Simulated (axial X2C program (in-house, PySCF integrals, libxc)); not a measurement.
# Correcting the dissociation energy of BeI for spin–orbit coupling

A spin-free CCSD(T) curve (one-electron X2C) was computed with an in-house relativistic program for diatomic molecules, basis I dyall-cv3z [11s12p8d4f1g], Be dyall-cv3z [8s8p3d1f] (cores contracted in-house), for the state M_S = 1/2, Λ = 0 (beyond evenly filled blocks: σα). It gives D0 = 2.405 eV to I + Be, which in a spin-free picture are the weighted means of the ground terms.

Correlated methods: 9 electrons correlated (number of frozen shells: I 4 s, 3 p, 2 d; Be 1 s), 225 virtual spin orbitals or spinors in MP2, 90 natural virtuals in coupled cluster.

Measured levels of the ground terms (NIST Handbook of Basic Atomic Spectroscopic Data), in cm⁻¹: I 2P: J = 3/2 at 0, J = 1/2 at 7603.1; Be 1S: J = 0 at 0.

The molecular state has Λ = 0, so it has no first-order lowering.

(1) How far does each ground level lie under the (2J+1)-weighted mean of its term?

(2) Correct D0.

Second-order spin–orbit effects in the molecule, which grow quickly with Z, are left out. One determinant describes the state; a PBE0 search over occupations chose it and may have missed a lower one. Dissociation energies refer to the lowest single-determinant-based atoms at the same level and basis. CCSD and (T) use frozen natural virtuals with an MP2 correction for the truncation; (T) itself is uncorrected, so its De runs slightly low.

Answers

(1) I: (4 × 0 + 2 × 7603.1)/6 = 2534 cm⁻¹; Be: a single level, 0.

(2) D0 = 2.405 + (0 − 2534)/8065.5 = 2.091 eV at CCSD(T) with these spin–orbit terms.
